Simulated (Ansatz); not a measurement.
A run for Ansatz (a first-principles code): U-CCSDT(Q)/cc-pVTZ on NH (SMILES [NH]), 2S+1 = 3, a spin state set in the input, which need not be the lowest.

Ansatz 0.2 input:
```yaml
crystal:
  periodic: [false, false, false]
  atoms:
    - {symbol: N, position_ang: [-0.00000000, -0.00000000, -0.13023546]}
    - {symbol: H, position_ang: [0.00000000, 0.00000000, 0.91164824]}
basis:
  gaussian:
    orbitals: cc-pVTZ
magnetization: {spin_polarized: true, initial_magnetization: 2}
correlation: {method: ccsdt_q, electrons: outside_noble_gas}
scf: {omitted_lower_state_checks: [cluster_reference]}
```

Task: Give the final energy of this run.

Result: -55.1412 hartree (reference determinant -54.9811, T1 diagnostic 0.010).

Task: How many basis functions does it have, and what does it roughly cost on one machine?

Result: 44 functions; about 26 core-seconds (a rough figure).
